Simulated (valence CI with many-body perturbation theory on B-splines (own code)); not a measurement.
The numbers below are computed, except where a source is named.
## Level structure of Zn²⁵⁺

Method: valence CI with perturbative core correlation (CI+MBPT): three valence electrons over a frozen Dirac-Fock core [He], a basis of 11 s, 11 p, 9 d, 7 f, 5 g, 2 h, 1 i functions for each j, with the one-electron correlation potential Σ1 (screened to all orders), the two-electron term Σ2, the three-electron term Σ3, Breit, model QED; selected single and double excitations, second order for the rest (own B-spline code, finite nucleus).

No measured levels were compared; by estimate levels of excited configurations hold to 0.05 to 0.15 % of their energy, terms of the ground configuration to about 0.5 %.

Levels 1 to 45 of 89, with energies above the lowest level, 2s²2p ²P°_1/2. "Leading %" is the weight of the configuration and term that name the level; weights of strongly mixed levels are sums over their largest components and can fall short.

| No. | Configuration | Term | J | E (eV) | Leading % | Second component | g |
| --- | --- | --- | --- | --- | --- | --- | --- |
| 1 | 2s²2p | ²P° | 1/2 | 0.0 | 98 |  | 0.659 |
| 2 | 2s²2p | ²P° | 3/2 | 27.5 | 98 |  | 1.329 |
| 3 | 2s2p² | ⁴P | 1/2 | 63.7 | 92 | 7 % 2s2p² ²S | 2.592 |
| 4 | 2s2p² | ⁴P | 3/2 | 78.4 | 98 |  | 1.718 |
| 5 | 2s2p² | ⁴P | 5/2 | 89.2 | 86 | 14 % 2s2p² ²D | 1.541 |
| 6 | 2s2p² | ²D | 3/2 | 119.6 | 90 | 9 % 2s2p² ²P | 0.849 |
| 7 | 2s2p² | ²D | 5/2 | 128.0 | 86 | 14 % 2s2p² ⁴P | 1.249 |
| 8 | 2s2p² | ²P | 1/2 | 132.6 | 68 | 26 % 2s2p² ²S | 1.121 |
| 9 | 2s2p² | ²S | 1/2 | 162.0 | 67 | 30 % 2s2p² ²P | 1.608 |
| 10 | 2s2p² | ²P | 3/2 | 163.5 | 90 | 9 % 2s2p² ²D | 1.285 |
| 11 | 2p³ | ⁴S° | 3/2 | 199.2 | 75 | 17 % 2p³ ²P° | 1.789 |
| 12 | 2p³ | ²D° | 3/2 | 222.3 | 71 | 18 % 2p³ ⁴S° | 1.072 |
| 13 | 2p³ | ²D° | 5/2 | 229.6 | 100 |  | 1.195 |
| 14 | 2p³ | ²P° | 1/2 | 250.3 | 98 |  | 0.659 |
| 15 | 2p³ | ²P° | 3/2 | 267.4 | 71 | 22 % 2p³ ²D° | 1.259 |
| 16 | 2s²3s | ²S | 1/2 | 1394.0 | 95 |  | 2.000 |
| 17 | 2s²3p | ²P° | 1/2 | 1420.6 | 92 |  | 0.666 |
| 18 | 2s²3p | ²P° | 3/2 | 1428.4 | 92 |  | 1.334 |
| 19 | 2s2p3s | ⁴P° | 1/2 | 1446.9 | 94 |  | 2.569 |
| 20 | 2s²3d | ²D | 3/2 | 1452.4 | 95 |  | 0.798 |
| 21 | 2s2p3s | ⁴P° | 3/2 | 1452.9 | 86 | 11 % 2s2p3s ²P° | 1.677 |
| 22 | 2s²3d | ²D | 5/2 | 1454.7 | 96 |  | 1.198 |
| 23 | 2s2p3s | ²P° | 1/2 | 1462.6 | 94 |  | 0.721 |
| 24 | 2s2p3p | ⁴D | 1/2 | 1470.1 | 75 | 21 % 2s2p3p ²P | 0.194 |
| 25 | 2s2p3s | ⁴P° | 5/2 | 1473.5 | 98 |  | 1.596 |
| 26 | 2s2p3p | ⁴D | 3/2 | 1475.5 | 69 | 19 % 2s2p3p ²P | 1.222 |
| 27 | 2s2p3p | ⁴S | 3/2 | 1482.8 | 23 | 23 % 2s2p3p ⁴P | 1.476 |
| 28 | 2s2p3s | ²P° | 3/2 | 1484.1 | 88 | 9 % 2s2p3s ⁴P° | 1.364 |
| 29 | 2s2p3p | ²P | 1/2 | 1485.8 | 57 | 21 % 2s2p3p ⁴D | 0.774 |
| 30 | 2s2p3p | ⁴D | 5/2 | 1486.6 | 82 | 11 % 2s2p3p ⁴P | 1.381 |
| 31 | 2s2p3p | ⁴P | 1/2 | 1487.1 | 85 | 7 % 2s2p3p ²S | 2.476 |
| 32 | 2s2p3p | ²D | 3/2 | 1491.5 | 53 | 24 % 2s2p3p ⁴S | 1.255 |
| 33 | 2s2p3d | ⁴F° | 3/2 | 1499.2 | 85 | 8 % 2s2p3d ²D° | 0.484 |
| 34 | 2s2p3d | ⁴F° | 5/2 | 1503.1 | 79 | 15 % 2s2p3d ⁴D° | 1.083 |
| 35 | 2s2p3p | ⁴P | 3/2 | 1503.5 | 50 | 21 % 2s2p3p ²P | 1.511 |
| 36 | 2s2p3p | ⁴D | 7/2 | 1505.5 | 100 |  | 1.425 |
| 37 | 2s2p3p | ⁴P | 5/2 | 1506.0 | 53 | 32 % 2s2p3p ²D | 1.434 |
| 38 | 2s2p3p | ⁴S | 3/2 | 1508.6 | 40 | 31 % 2s2p3p ²P | 1.566 |
| 39 | 2s2p3d | ⁴P° | 5/2 | 1508.9 | 45 | 28 % 2s2p3d ²D° | 1.393 |
| 40 | 2s2p3d | ⁴F° | 7/2 | 1509.5 | 70 | 23 % 2s2p3d ⁴D° | 1.272 |
| 41 | 2s2p3d | ⁴D° | 3/2 | 1511.0 | 55 | 27 % 2s2p3d ⁴P° | 1.303 |
| 42 | 2s2p3d | ⁴D° | 1/2 | 1511.5 | 80 | 10 % 2s2p3d ²P° | 0.265 |
| 43 | 2s2p3s | ²P° | 1/2 | 1515.0 | 95 |  | 0.692 |
| 44 | 2s2p3s | ²P° | 3/2 | 1515.1 | 68 | 11 % 2s2p3d ²D° | 1.257 |
| 45 | 2s2p3p | ²D | 5/2 | 1515.8 | 65 | 33 % 2s2p3p ⁴P | 1.331 |

Names give the largest LS component (configuration and term), which can be under half, so a name can repeat, a term be missing and a line seem to break the LS rules; names also repeat where a configuration has a term twice.

The ionisation energy to 2s² ¹S0 of the next ion comes out as 2492.1 eV (NIST: 2491.5 ± 1.1 eV (semi-empirical)). All 89 levels together are meant to be complete up to 1610.7 eV.
